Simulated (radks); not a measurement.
All-electron atom: the bismuth ion Bi+ in [Xe] 4f14 5d10 6s1 6p2 7s1 (not the ground configuration). All-electron calculation, Dirac Kohn-Sham, PW91, spin-unpolarised, spherical densities, point nucleus; open shells fill j = l - 1/2 first. Program: a radial shooting solver on a logarithmic mesh with Libxc functionals.

Radial electron density D(r) = 4 pi r^2 rho(r):

```
   r/bohr * D(r) (the largest magnitude, 156, reaches the edge; | marks zero)
0.0006062 | *
0.0007114 |  *
0.0008348 |   *
0.0009876 |    *
 0.001159 |     *
  0.00136 |      *
 0.001596 |        *
 0.001888 |          *
 0.002216 |             *
   0.0026 |                *
 0.003051 |                   *
 0.003609 |                       *
 0.004235 |                           *
  0.00497 |                               *
 0.005833 |                                  *
   0.0069 |                                      *
 0.008097 |                                        *
 0.009502 |                                          *
  0.01115 |                                          *
  0.01319 |                                         *
  0.01548 |                                       *
  0.01816 |                                      *
  0.02132 |                                     *
  0.02502 |                                      *
  0.02959 |                                          *
  0.03473 |                                               *
  0.04075 |                                                    *
  0.04782 |                                                      *
  0.05657 |                                                    *
  0.06639 |                                                *
   0.0779 |                                            *
  0.09142 |                                           *
   0.1081 |                                               *
   0.1269 |                                                   *
   0.1489 |                                                  *
   0.1748 |                                          *
   0.2067 |                                 *
   0.2426 |                             *
   0.2847 |                               *
   0.3341 |                                  *
   0.3952 |                                *
   0.4638 |                        *
   0.5443 |                *
   0.6387 |           *
   0.7496 |         *
   0.8867 |        *
    1.041 |      *
    1.221 |    *
    1.433 |  *
    1.695 | *
    1.989 |*
    2.334 |*
    2.739 *
     3.24 *
    3.803 *
    4.463 *
    5.237 *
    6.195 *
     7.27 *
    8.531 *
    10.01 *
    11.84 *
     13.9 *
```

D(r) has 4 maxima, at r = 0.0105, 0.0486, 0.135, 0.345 bohr, and minima at 0.0208, 0.0864, 0.247 bohr, inside which lie 2.03, 11.02, 30.17 electrons.
